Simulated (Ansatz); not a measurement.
The cluster Si8H6, relaxed as a singlet with RKS PBE-D4/def2-SVP in Ansatz, starting from the GFN2-xTB geometry. Force threshold 0.02 eV/Å.

The restricted singlet is unstable towards broken spin symmetry in Hartree–Fock (as tested in another run); at PBE-D4/def2-SVP this wasn't settled. Another isomer (singlet) lies 0.70 eV lower at PBE0-D4/def2-TZVP; other spin states weren't run for this one.

Start:

```xyz
14

Si    0.353   -0.901   -0.999
Si    2.148    0.381   -1.055
Si   -2.811   -1.212   -0.041
Si   -1.263   -2.513   -1.225
Si    3.221    1.602    0.626
Si   -3.144    0.879    0.834
Si   -0.956    1.302    0.971
Si    1.157    1.446    1.722
H    -3.928   -2.043    0.538
H     1.086    0.675    2.979
H     2.233    0.633   -2.569
H     2.941    3.002    0.018
H    -1.736   -2.152   -2.660
H     0.697   -1.098    0.863
```

Problem. Estimate the energy that the relaxation releases and the steps that it takes.

Solution. 79.1 kcal/mol, in 30 steps; 82 s on 4 threads of Arm Neoverse V1 on a shared host. No frequencies were taken in this run, so the end may be a saddle point.

Problem. Does the start keep its bonding and symmetry?

Solution. Bonds formed: Si1–Si3, Si1–H14, Si2–Si7, Si3–Si7 (atoms count from 1).

Problem. Predict the relaxed structure.

Solution. 
```xyz
14

Si    0.374   -1.628   -0.653
Si    1.137    0.512   -1.074
Si   -2.098   -1.217    0.044
Si   -1.420   -2.448   -1.878
Si    2.379    1.672    0.519
Si   -3.067    0.887    0.338
Si   -0.790    1.051    0.206
Si    0.671    1.726    1.877
H    -2.273   -2.092    1.264
H     0.469    2.223    3.282
H     1.134    0.950   -2.512
H     3.873    1.723    0.699
H    -1.320   -1.177   -2.747
H     0.930   -2.182    0.635
```
Bond lengths: 11 × Si–Si 2.18 to 2.62 Å; 6 × H–Si 1.50 to 1.54 Å.
